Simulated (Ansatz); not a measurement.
# Ligand exchange: GeH2(CH3)F + LiSH → GeH2(CH3)(SH) + LiF

Species: GeH2(CH3)F, singlet; LiSH `[Li][SH]`, singlet; GeH2(CH3)(SH), singlet; LiF, singlet. The partners trade F for SH: Ge–F and Li–SH bonds give way to Ge–SH and Li–F.

Shapes, held fixed at every level: PBE0-D4/def2-TZVP. Flexible molecules stand in one conformer, not always the lowest. Programs: Ansatz 0.2.0. The zero-point and thermal change to 298 K, harmonic and unscaled (PBE0-D4/def2-TZVP), is +2.6 kJ/mol.

```json
{"level": "PBE-D4/def2-TZVPP", "kind": "GGA", "ΔH(298 K) (kJ/mol)": "-37.8", "less CCSD(T)/def2-TZVPP": "-12.4", "CPU time (sum over the molecules)": "10 s"}
{"level": "B3LYP-D4/def2-TZVPP", "kind": "global hybrid", "ΔH(298 K) (kJ/mol)": "-33.9", "less CCSD(T)/def2-TZVPP": "-8.5", "CPU time (sum over the molecules)": "16 s"}
{"level": "wB97M-V/def2-TZVPP", "kind": "range-separated hybrid", "ΔH(298 K) (kJ/mol)": "-26.5", "less CCSD(T)/def2-TZVPP": "-1.1", "CPU time (sum over the molecules)": "44 s"}
{"level": "B2PLYP/def2-TZVPP", "kind": "double hybrid", "ΔH(298 K) (kJ/mol)": "-27.8", "less CCSD(T)/def2-TZVPP": "-2.4", "CPU time (sum over the molecules)": "19 s"}
{"level": "MP2/def2-TZVPP", "kind": "perturbation theory", "ΔH(298 K) (kJ/mol)": "-31.8", "less CCSD(T)/def2-TZVPP": "-6.4", "CPU time (sum over the molecules)": "–"}
{"level": "CCSD(T)/def2-SVP", "kind": "coupled cluster or CI", "ΔH(298 K) (kJ/mol)": "-28.7", "less CCSD(T)/def2-TZVPP": "-3.3", "CPU time (sum over the molecules)": "14 s"}
{"level": "CCSD/def2-TZVPP", "kind": "coupled cluster or CI", "ΔH(298 K) (kJ/mol)": "-23.2", "less CCSD(T)/def2-TZVPP": "+2.2", "CPU time (sum over the molecules)": "–"}
{"level": "CCSD(T)/def2-TZVPP", "kind": "coupled cluster or CI", "ΔH(298 K) (kJ/mol)": "-25.4", "less CCSD(T)/def2-TZVPP": "0.0", "CPU time (sum over the molecules)": "2 min"}
```

The highest level, CCSD(T)/def2-TZVPP, gives ΔH(298 K) = -25.4 kJ/mol; the levels span -37.8 to -23.2. The column of differences is taken from that level and isn't an error. No measured value is set beside it here. Relativity is left out for Ge unless named. Correlated rows may include outer-core shells of Ge, Li, which these sets cover unevenly. Times are processor times on shared x86 and Arm servers, and rough.
